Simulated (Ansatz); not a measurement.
Problem. Name a neutral molecule of Al, Cl, Ga, O, Si and H with ideal-gas entropy at 298 K and 1 bar (rigid rotor, harmonic PBE0-D4/def2-TZVP) between 437 and 453 J/(mol·K) and LUMO energy (B3LYP/def2-TZVPP) between -2.70 and -2.40 eV (Ansatz, PBE0-D4/def2-TZVP geometry).

Solution. `[SiH3][O][Al]([Cl])[GaH2]` (447 J/(mol·K), -2.64 eV). Other molecules can fit too; these were computed, each in one conformer that needn't be the lowest.

B3LYP here is the variant with VWN-RPA as its local correlation; programs differ in this.
